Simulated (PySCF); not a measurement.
**C₆ coefficients of unlike pairs at PBE0**

Calculated with PySCF 2.14 from the dipole response of each species, C₆(A,B) = (3/π) ∫ α_A(iu) α_B(iu) du, in atomic units, from isotropic polarisabilities. For ions this is the dispersion term alone; charge-induced terms of lower order in 1/R come first.

| species | configuration | basis | relativity | α (bohr³) | C₆ (like pair) |
| --- | --- | --- | --- | --- | --- |
| Ar | [Ar] (1S) | def2-QZVPPD (10s7p5d2f1g) | none | 11.39 | 66.33 |
| S³⁺ | [Ne] 3s2 3p1 (2P) | dyall-acv3z (19s12p6d4f) | none | 5.401 | 14.41 |
| In²⁺ | [Kr] 4d10 5s1 (2S) | aug-cc-pVTZ-DK3 (8s7p5d2f) | spin-free X2C | 14.01 | 58.74 |
| Mn²⁺ | [Ar] 3d5 (6S) | aug-cc-pwCVTZ (10s9p7d4f3g) | none | 3.768 | 11.13 |

(1) Estimate C₆ for Mn²⁺ with S³⁺.

No spin-orbit coupling is included.

The other pairs:

| pair | C₆ |
| --- | --- |
| In²⁺, Ar | 61.21 |
| Mn²⁺, In²⁺ | 23.55 |
| Mn²⁺, Ar | 26.15 |
| In²⁺, S³⁺ | 28.61 |
| S³⁺, Ar | 30.89 |

Results:

(1) The integral gives 12.13. The combination rule 2 C_A C_B / (C_A α_B/α_A + C_B α_A/α_B) gives 12.33 and the geometric mean 12.66.
